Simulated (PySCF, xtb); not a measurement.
System: H₂Ge, singlet: symmetric bend, bond length relaxed. Scanned: H-Ge-H angle. Other coordinates (Ge-H bond length) were minimised at B3LYP/def2-TZVP.

Levels: RKS-B3LYP/6-31G* = PySCF 2.14.0 with restricted B3LYP/6-31G*, spherical d; GFN1-xTB (xtb); RKS-LDA (SVWN5)/6-31G* = restricted LDA (SVWN5)/6-31G*, spherical d (PySCF); CCSD(T) on RHF/cc-pVTZ, 9 core orbitals frozen (PySCF).

Energies relative to the lowest point of each profile, in kcal/mol; the last columns give the difference from CCSD(T):

| a / ° | RKS-B3LYP/6-31G* | GFN1-xTB | RKS-LDA (SVWN5)/6-31G* | CCSD(T) | RKS-B3LYP/6-31G* − CCSD(T) | GFN1-xTB − CCSD(T) | RKS-LDA (SVWN5)/6-31G* − CCSD(T) |
|---|---|---|---|---|---|---|---|
| 160 | — | — | 56.9 | 54.4 | — | — | 2.4 |
| 150 | 45.3 | 39.1 | 43.5 | 41.9 | 3.4 | -2.8 | 1.6 |
| 140 | 32.2 | 28.1 | 31.2 | 29.8 | 2.4 | -1.7 | 1.4 |
| 130 | 21.0 | 18.8 | 20.6 | 19.3 | 1.8 | -0.5 | 1.3 |
| 120 | 12.1 | 11.1 | 12.1 | 10.8 | 1.3 | 0.3 | 1.3 |
| 110 | 5.5 | 5.1 | 5.7 | 4.6 | 0.9 | 0.5 | 1.1 |
| 100 | 1.4 | 1.3 | 1.6 | 0.9 | 0.4 | 0.4 | 0.7 |
| 90 | 0.0 | 0.0 | 0.0 | 0.0 | 0.0 | 0.0 | 0.0 |
| 80 | 1.6 | 1.7 | 1.1 | 1.9 | -0.4 | -0.2 | -0.9 |
| 70 | 6.4 | 7.3 | 5.1 | 6.9 | -0.5 | 0.4 | -1.8 |
| 60 | 14.6 | 17.8 | 12.2 | 14.9 | -0.3 | 2.9 | -2.7 |

RKS-B3LYP/6-31G* is furthest from CCSD(T) at 150 (3.4 kcal/mol, above); its mean absolute difference over the points is 1.1 kcal/mol.

GFN1-xTB is furthest from CCSD(T) at 60 (2.9 kcal/mol, above); its mean absolute difference over the points is 1.0 kcal/mol.

RKS-LDA (SVWN5)/6-31G* is furthest from CCSD(T) at 60 (-2.7 kcal/mol, below); its mean absolute difference over the points is 1.4 kcal/mol.

Dashes: no converged value, or the column stops at the first point that the program doubted or that broke a chosen test of continuity, which isn't proof of a fault.

The scan ran from 180.0 to 60.0; beyond the range shown the relaxed coordinates jump or full CI changes its symmetry label.
